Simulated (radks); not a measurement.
Species: Sm+. Configuration: [Kr] 4d10 4f(up 3, down 3) 5s2 6s2 5p(up 2.75, down 2.25) (fractional occupations, a model configuration). Calculated with a radial shooting solver on a logarithmic mesh with Libxc functionals: scalar-relativistic Kohn-Sham, PBE, spin-polarised, spherical densities, finite nucleus; Fermi nuclear charge, rms radius 5.0819 fm.

X-ray form factor f0, the Fourier transform of the density (f0(0) = 61):

sin(theta)/lambda (1/angstrom)  f0 (electrons)
0.05                                    59.846
0.1                                     57.067
0.15                                    53.774
0.2                                     50.475
0.25                                    47.258
0.3                                     44.166
0.4                                     38.608
0.5                                     34.013
0.6                                     30.201
0.8                                     24.275
1                                       20.200
1.25                                    16.973
1.5                                     14.750
2                                       11.022
